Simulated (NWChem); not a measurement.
Atomisation of BF

```
B
F 1 1.2635
```
Charge 0, spin multiplicity 1.

The numbers come from NWChem runs, not from measurements. The geometry was optimised at B3LYP/def2-SVP, a minimum by its harmonic frequencies.

Basis set: def2-QZVP. The atomisation energy is electronic alone: no zero-point, thermal, spin-orbit or counterpoise terms. No value is extrapolated to the basis-set limit. Free atoms are single determinants with multiplicities B 2, F 2.

B3LYP has NWChem's definition, with VWN1-RPA local correlation. The structure started from a generated list of species. No SCF solution was tested for a lower state.

### Question
Order these methods by the atomisation energy they give, lowest first: BHandHLYP, r2SCAN, LDA (SVWN5), PBE0, PBE.

### Answer
BHandHLYP (171.7 kcal/mol), PBE0 (179.7 kcal/mol), r2SCAN (180.9 kcal/mol), PBE (186.8 kcal/mol), LDA (SVWN5) (210.6 kcal/mol)
